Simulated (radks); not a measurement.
The numbers below are computed, except where a source is named.
Charge is removed step by step from the 4s down level of neutral nickel, starting from [Ar] 3d8 4s(up 1, down 1). Code: a radial shooting solver on a logarithmic mesh with Libxc functionals. Model: scalar-relativistic Kohn-Sham, BLYP, spin-polarised, spherical densities, point nucleus; open shells are filled with parallel spins first.

| removed (e) | E - E(0) (eV) | eigenvalue (eV) | E minus straight line (eV) |
|---|---|---|---|
| 0 | 0.000 | -5.441 | 0.000 |
| 0.25 | 1.571 | -7.135 | -0.662 |
| 0.5 | 3.572 | -8.891 | -0.893 |
| 0.75 | 6.020 | -10.705 | -0.677 |
| 1 | 8.930 | -12.583 | 0.000 |

Removing the whole electron costs 8.930 eV by Delta-SCF, against 5.441 eV from minus the eigenvalue at the starting occupation. Slater's transition state (half an electron removed) gives 8.891 eV. Integrating minus the eigenvalue over the occupation (Janak's theorem) gives 8.931 eV. In this scalar-relativistic scheme the density is built from large components alone, so the theorem holds only approximately. The mean slope of the eigenvalue, de/dn, is 7.14 eV per electron.
